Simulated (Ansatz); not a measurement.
System: C3H6S (charge 0, singlet). SMILES: C1CSC1
Structure (B3LYP-D3(BJ)/def2-TZVP (Ansatz, an electronic-structure program) minimum search):
```xyz
10

C      0.0008     1.3184     0.2509
C     -1.1480     0.2936     0.2181
S     -0.0008    -1.0285    -0.3774
C      1.1487     0.2927     0.2156
H      0.0020     1.9898     1.1112
H      0.0000     1.9219    -0.6563
H     -1.9694     0.5086    -0.4615
H     -1.5445     0.0509     1.2035
H      1.9688     0.5071    -0.4659
H      1.5473     0.0497     1.2000
```
Charge 0, spin multiplicity 1.

Parts of the frozen-core correlation energy in cc-pV(D+d)Z (Ansatz, hartree). Frozen orbitals: 8; correlated occupied orbitals by spin: 12 and 12; virtual: 75 and 75. Spin-orbit coupling is left out. No relativistic terms.

```tsv
term	value
reference (HF)	-514.61048
MP2 opposite-spin	[?]
MP2 same-spin	[?]
CCSD correlation	-0.60569
(T)	[?]
T1 diagnostic	0.009
largest doubles amplitude	0.032
```

**Question.** Complete the blanks.

**Answer.** 
- MP2 opposite-spin, value: -0.42236
- MP2 same-spin, value: -0.13308
- (T), value: -0.02012
